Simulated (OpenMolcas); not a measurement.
## C: CASPT2 settings compared

| Property | Result |
| --- | --- |
| Program | OpenMolcas |
| Basis | ANO-RCC-VDZ [3s2p] |
| Scalar Hamiltonian | DKH4, point nucleus |
| Active space | 4 electrons in 4 orbitals (2s 2p) |
| State averaging | 2S+1 = 3 even, 3 roots; 2S+1 = 1 even, 6 roots kept (CI in the orbitals of an earlier block); 2S+1 = 5 odd, 1 root |
| Spin-orbit coupling | RASSI with atomic mean-field integrals over the reference wave functions, term energies averaged over their components |

Methods on the same reference wave functions:
A. CASSCF
B. SS-CASPT2, IPEA 0 Eh, imaginary shift 0.05 Eh (closed shells correlated: 1s)
C. XMS-CASPT2, IPEA 0.1 Eh, no level shift (closed shells correlated: 1s)
D. XMS-CASPT2, IPEA 0.15 Eh, sigma1 regulariser 0.2 Eh (closed shells correlated: 1s)

Energies in cm-1 above 2s2 2p2 3P0, the measured ground level; measured values from NIST Handbook of Basic Atomic Spectroscopic Data.

```tsv
Level	A	B	C	D	Measured
2s2 2p2 3P0	0.0	0.0	0.0	0.0	0.0
2s2 2p2 3P1	14.9	14.9	14.9	14.9	16.4
2s2 2p2 3P2	44.6	44.6	44.6	44.6	43.4
2s2 2p2 1D2	13058	12680	12620	12610	10193
2s2 2p2 1S0	21953	19310	19560	19620	21648
2s 2p3 5S* 2	23555	24330	24540	24570	33735
```

Deviations, from unrounded energies. A percentage is the sum of absolute deviations over the sum of measured energies, with the sign that they share, or ± where signs differ.

| Against measurement | Levels | A | B | C | D |
| --- | --- | --- | --- | --- | --- |
| mean absolute deviation (cm-1) | 5 | 2700 | 2800 | 2700 | 2700 |
| fine structure of the ground term (%) | 2 | ±4.4 | ±4.4 | ±4.4 | ±4.4 |
| other terms of the ground configuration (%) | 2 | +10.0 | ±15.1 | ±14.2 | ±14.0 |
| other configurations (%) | 1 | -30.2 | -27.9 | -27.3 | -27.2 |

A, C, D lie about equally close to measurement and B furthest from it. The largest miss of A in the table is 2s 2p3 5S* 2, by -10000 cm-1. The ranking rests on the paired levels alone, and a cruder setting can come out closer through cancelling errors.

Among B to D the level of the table that moves most is 2s2 2p2 1S0, by 300 cm-1 (lowest in B, highest in D). Moves below CASPT2's spread within the term are not significant.

The mean deviations of B to D differ by less than CASPT2's widest spread within a term (160 cm-1), so their order carries little weight.

From A to B the spin-free energies of the other terms of 2s2 2p2 shown, above 3P, scale by factors of 0.88 to 0.97.

The lowest spin-free term lies below A's lowest term by 0.019 hartree in B, 0.019 hartree in C, 0.019 hartree in D.

Term energies are means over components that CASPT2 splits; among the terms shown or strongly mixed into the levels shown the widest spread is 160 cm-1 (2s2 2p2 1D, D). Terms from blocks run as CI alone lack orbitals of their own. Without dynamic correlation excited terms often stand tens of per cent too high (terms of higher spin than the ground term too low), and those without a measured partner can miss by more than the paired ones (holds for A). Some terms miss by over 15 % even with CASPT2, which points to a basis or an active space too small for the shells correlated (holds for B; C; D). Measured partners are found by configuration, term and J. A level has none where our copy of the source lacks it or the pairing is in doubt (some pairs that miss far off the trend of their configuration count as doubtful), and it then counts in no deviation. Levels of configurations outside the active space are missing.

* marks odd parity.
